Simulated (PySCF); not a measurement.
**Si2H4NCl3**

The system: Si2H4NCl3, a small molecule; neutral, singlet. The structure, one conformer, was relaxed in the gas phase by PBE0-D3(BJ)/def2-SVP. No frequency run checks that it is a minimum.

SMILES: [SiH3]N[Si](Cl)(Cl)Cl

```tsv
atom	x (Å)	y (Å)	z (Å)
Si1	-0.262	0.972	-1.014
N2	0.278	0.406	0.497
Si3	0.114	-1.209	1.169
Cl4	0.859	2.595	-1.558
Cl5	-2.231	1.541	-1.013
Cl6	-0.072	-0.524	-2.401
H7	0.779	1.091	1.056
H8	0.022	-1.076	2.652
H9	-1.130	-1.817	0.621
H10	1.276	-2.084	0.835
```

Shieldings: GIAO PBE0/pcSseg-2. Shifts are against computed references at the same level: H TMS (σ 31.24 ppm), Si TMS (σ 341.3 ppm). Core levels by delta-SCF with SCAN, pcX-2 on the ionised atom and pcseg-1 elsewhere, spin-free X2C (2p3/2 is the spin-free 2p value less a third of a first-order spin-orbit splitting); from the vacuum level, for chosen atoms.

(1) Give the shieldings and core levels atom by atom.

(2) By CAM-B3LYP/def2-SVPD (TDDFT singlets, Tamm-Dancoff triplets, ionisation by delta-SCF), where does absorption start, and what does vertical ionisation take?

Answers

(1) 
```tsv
atoms	bonded to	σ (ppm)	δ (ppm)	core level (eV)
Si1	3 Cl + 1 N	344.5	-3.2	2p3/2 109.53
N2	2 Si + 1 H	213.4	-	1s 405.11
Si3	1 N + 3 H	396.3	-55.1	-
Cl4	1 Si	801.9	-	2p3/2 206.54
Cl5	1 Si	772.7	-	2p3/2 206.37
Cl6	1 Si	799.9	-	2p3/2 206.48
H7	1 N	29.91	1.34	-
H8 H9 H10	1 Si	26.54	4.70	-
```

Values are those of this one static structure, with the three H of a rotating XH3 group averaged; atoms that internal rotation interchanges would show their mean in an NMR spectrum.

(2) The lowest singlet lies at 6.84 eV (f 0.007), the strongest of the first 6 at 8.09 eV (f 0.056), the lowest triplet at 6.45 eV; vertical ionisation takes 10.34 eV.

The 3 runs behind this took 3.7 min in all, one thread each of Arm Neoverse V1 on a shared host, launched as `OMP_NUM_THREADS=1 python cluster_run.py task.json out`.
